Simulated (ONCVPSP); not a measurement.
**vanadium (V), ONCV: configuration errors across variants**

vanadium (V), optimised norm-conserving Vanderbilt (ONCV), made with ONCVPSP 4.0.1 (LDA (Perdew-Wang 92), scalar-relativistic). Core [Ar], reference 3d3 4s1 4p1. Waves: 4s: rc 2.40 bohr, ncon 4, nbas 7, qcut 3.1 1/bohr, 1 projector; 4p: rc 3.30 bohr, ncon 4, nbas 8, qcut 2.9 1/bohr, 2 projectors, debl 2.7 Ha; 3d: rc 1.20 bohr, ncon 5, nbas 10, qcut 15 1/bohr, 2 projectors, debl 1.9 Ha. Local part: polynomial inside 0.95 bohr (lpopt 5, dvloc0 0 Ha). Core correction: Teter function, fcfact 3.5, rcfact 1.5.

All-electron excitation energies from the reference (eV): (1) 3d3 4s2 4p0 -3.406; (2) 3d3 4s1 4p0 4.528; (3) 3d3 4s1.5 4p0 -0.230.

1 further variants failed, have other tests or another functional or relativity, and are left out.

A true bound ghost makes a file unfit for plane-wave use even where its test errors are small: the radial tests pick states by their node count and pass the ghost by.

Errors AE − PS in meV (a dash: test not solved or not reliable):

| change | (1) | (2) | (3) | bound ghosts | GHOST(+) flags above zero |
| --- | --- | --- | --- | --- | --- |
| base | -4.1 | -6.5 | -0.9 | s | p |
| core correction Teter function fitted to the true core (icmod 2), fcfact 0.25 | -0.4 | -1.4 | -0.5 | s | p |
| d: qcut 13.7 | -4.1 | -6.5 | -0.9 | s | p |

Task: Give the same row for: core correction Teter function, fcfact 3.5, rcfact 1.48.

Result: -3.6, -5.7, -0.9; bound ghosts: s; GHOST(+) flags above zero: p.
